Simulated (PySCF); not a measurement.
# Working out the ionisation energy of Ba

Ba [Xe] 6s2 (1S) → Ba+ [Xe] 6s1 (2S). Calculation: PySCF 2.14, in ANO-RCC-VTZP (8s7p4d2f1g, 72 functions); scalar relativity by spin-free X2C-1e. Frozen: [Kr] 4d10. Energies in hartree (1 hartree = 27.21139 eV):

```tsv
part	Ba (lower)	Ba+ (upper)
UHF	-8131.292813	-8131.134075
CCSD correlation	-0.216383	-0.187265
(T)	-0.008222	-0.005458
```

Problem. What does Hartree-Fock give?

Solution. (-8131.134075) − (-8131.292813) = 0.158738 hartree = 4.319 eV.

Problem. What do CCSD and CCSD(T) give?

Solution. The CCSD correlation energies differ by 0.029118 hartree = 0.792 eV and the triples by 0.002764 hartree = 0.075 eV, so CCSD gives 5.111 eV and CCSD(T) 5.186 eV.

Measured between the centres of the two terms (NIST): 5.212 eV, so CCSD(T) (valence and next inner shell) is off by -0.026 eV.

What remains against the reference includes basis incompleteness, the frozen core and higher excitations.
